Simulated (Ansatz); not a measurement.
Reaction (substitution at a C–C bond): `CC=C=CC` + `[OH][SnH2][OH]` → `C[O][SnH2][OH]` + `C=C=CC`

Computed with Ansatz on PBE0-D4/def2-TZVP structures; ΔE is electronic, products minus reactants. CCSD(T)/CBS adds triple-zeta CCSD(T) − MP2 to the extrapolated MP2 energy (def2 sets, frozen cores). DFT in def2-TZVPP. B3LYP here is the variant with VWN-RPA as its local correlation; programs differ in this. Elements past krypton have def2 core potentials. For Sn outer-core shells are correlated without core-valence functions, which leaves a few kJ/mol of doubt a bond. Each species was taken in one conformer, which may not be the lowest.

```tsv
level	ΔE (kJ/mol)
B3LYP-D4	67.1
ωB97M-V	70.8
B2PLYP	71.0
MP2/def2-QZVPP	79.3
```

Problem. What does CCSD(T)/CBS give? (Estimate.)

Solution. The calculation gave: +72.5 kJ/mol. The listed levels differ from it by -5.4, -1.7, -1.5, 6.8 kJ/mol.

Largest T1 diagnostic among the species: 0.014.

In def2-TZVPP, CCSD(T) changes the Hartree–Fock value by +10.7 kJ/mol (the triples alone add +1.2 kJ/mol) and MP2 by +17.9 kJ/mol.
